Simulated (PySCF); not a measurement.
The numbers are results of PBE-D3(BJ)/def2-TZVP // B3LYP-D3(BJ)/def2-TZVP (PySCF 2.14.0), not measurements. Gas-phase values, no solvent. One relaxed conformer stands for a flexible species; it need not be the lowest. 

Reference species (SMILES): `[SiH3]C#C` (neutral, multiplicity 1).

```yaml
HOMO: -7.11 eV
HOMO–LUMO gap: 6.07 eV
```

Changed species: `C=C[SiH]` (C–C–Si–H torsion 179°).

What does the change do to the HOMO and HOMO–LUMO gap?

the HOMO increases by 1.81 eV, to -5.30 eV; the HOMO–LUMO gap falls by 4.38 eV, to 1.69 eV.
